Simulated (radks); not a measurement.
Results of a calculation; reference values are marked as such.
Task: Ionisation of the lead ion Pb3+, [Xe] 4f14 5d10 6s1, to Pb4+, [Xe] 4f14 5d10, under several functionals. Scalar-relativistic Kohn-Sham, spin-polarised, spherical densities, finite nucleus; open shells are filled with parallel spins first (spin-orbit coupling, left out, can overturn this in heavy ions); a radial shooting solver on a logarithmic mesh with Libxc functionals. Known Delta-SCF values: TASK exchange with Perdew-Wang LDA correlation 42.551 eV; LDA (Slater exchange, Perdew-Wang correlation) 43.393 eV. What does B86b exchange with PBE correlation give, and what is its highest occupied eigenvalue?

Result: 42.959 eV by Delta-SCF; the 6s eigenvalue is -37.974 eV. NIST: 42.333 eV (measured).
